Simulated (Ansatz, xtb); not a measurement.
# Two isomers of C5H5FN2O

Structure X is `OCc1nccnc1F`, a singlet and structure Y is `Cc1nc(F)ncc1O`, a singlet. Both are isolated molecules in the gas phase, relaxed with B3LYP-D3(BJ)/def2-SVP; the shapes shown needn't be the lowest conformers.

X (Å):

```csv
atom,x (Å),y (Å),z (Å)
C,-1.7102,-2.3040,-0.5417
C,-1.4020,-1.2976,0.5417
C,-2.1326,0.4102,1.8871
C,-0.8719,0.5014,2.4715
C,-0.1398,-1.1753,1.1569
F,0.8362,-1.9920,0.7611
N,-2.3827,-0.4905,0.9267
N,0.1294,-0.3077,2.0928
O,-3.0289,-2.2069,-0.9774
H,-3.4323,-1.4936,-0.4500
H,-0.9952,-2.1456,-1.3754
H,-1.4866,-3.3168,-0.1466
H,-2.9514,1.0676,2.1927
H,-0.6592,1.2339,3.2560
```

Y (Å):

```xyz
14

C    -1.1766   -2.4810   -0.4774
C    -1.4716   -1.2243    0.2812
C    -2.2427    0.9084    0.3526
C    -1.4998    0.0683    2.2961
C    -1.1956   -1.1372    1.6643
F    -2.7676    1.9289   -0.3146
N    -1.9997   -0.1794   -0.3581
N    -2.0284    1.1024    1.6365
O    -0.6592   -2.2163    2.2840
H    -1.7241   -3.3336   -0.0438
H    -1.4621   -2.3536   -1.5286
H    -0.1054   -2.7316   -0.4110
H    -1.3094    0.2004    3.3698
H    -0.5213   -2.0245    3.2218
```

**Question.** Estimate which is lower in electronic energy at CCSD(T)/def2-SVP + ΔMP2/def2-TZVPP, and by roughly how much.

**Answer.** The CCSD(T)/def2-SVP + ΔMP2/def2-TZVPP calculation puts structure Y lower, by 44.3 kJ/mol.

The same difference at several levels:

```
                             level               geometry  E(Y) − E(X) (kJ/mol)  departure from the last row (kJ/mol)  job, with rough time for the two
                          GFN2-xTB               GFN2-xTB                   −80.3                                 −36.0              optimisation, 0.13 s
                         HF/STO-3G               GFN2-xTB                   −51.7                                  −7.4              single point, 0.48 s
                r2SCAN-D4/def2-SVP               GFN2-xTB                   −58.9                                 −14.5               single point, 5.1 s
             B3LYP-D3(BJ)/def2-SVP  B3LYP-D3(BJ)/def2-SVP                   −51.0                                  −6.7                optimisation, 35 s
                       HF/def2-SVP  B3LYP-D3(BJ)/def2-SVP                   −56.4                                 −12.1           part of the CCSD(T) run
                      MP2/def2-SVP  B3LYP-D3(BJ)/def2-SVP                   −51.4                                  −7.1           part of the CCSD(T) run
                  CCSD(T)/def2-SVP  B3LYP-D3(BJ)/def2-SVP                   −51.1                                  −6.7                      single point
CCSD(T)/def2-SVP + ΔMP2/def2-TZVPP  B3LYP-D3(BJ)/def2-SVP                   −44.3                                                   single point, 2.7 min
```

As drawn, both hold the same kinds of bond in the same numbers. Structure X has 0 methyl groups, Y 1.

None of the levels shown reverses the order. The largest departure from CCSD(T)/def2-SVP + ΔMP2/def2-TZVPP is that of GFN2-xTB, 36.0 kJ/mol. A small imaginary or near-zero mode remains, so no thermal terms are given. The last row adds to CCSD(T) the change of the MP2 difference between the two basis sets, here +6.7 kJ/mol.

The correlated steps freeze 9 core orbitals. Codes used: Ansatz 0.2.0, xtb 6.7.1; the last row on 4 threads of Arm Neoverse V1 on a shared host.
